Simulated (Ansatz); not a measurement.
The cluster PtAu2, relaxed as a singlet with RKS B3LYP-D4/def2-TZVP in Ansatz, starting from the GFN2-xTB geometry. Force threshold 0.02 eV/Å.

In the def2 sets Au, Pt take a core potential; there is no spin–orbit coupling. The structure comes from a short search, and lower isomers may exist.

Start:

Cartesian coordinates in Å:
```
Pt -0.2260 0.8698 1.1897
Au 0.5428 -1.4540 0.2320
Au -0.3168 0.5842 -1.4217
```

| step | energy (eV) | largest force component (eV/Å) | SCF passes |
| --- | --- | --- | --- |
| 1 | -10639.1025 | 0.351 | 21 |
| 2 | -10639.1196 | 0.205 | 28 |
| 3 | -10639.1196 | 0.171 | 29 |
| 4 | -10639.1236 | 0.005 | 28 |

Force components are those of the run's own axes.

End:

```xyz
3

Pt   -0.217    0.835    1.142
Au    0.554   -1.474    0.286
Au   -0.337    0.638   -1.428
```

By distances, no bond broke or formed. The bond that changes most is Au2–Au3, from 2.76 to 2.86 Å (atoms count from 1). The end is the same structure that another start reached, the lowest one found.

No frequencies were taken in this run, so the end may be a saddle point.

Hardware: 2 threads of Arm Neoverse V1 on a shared host. Wall time 14 s.
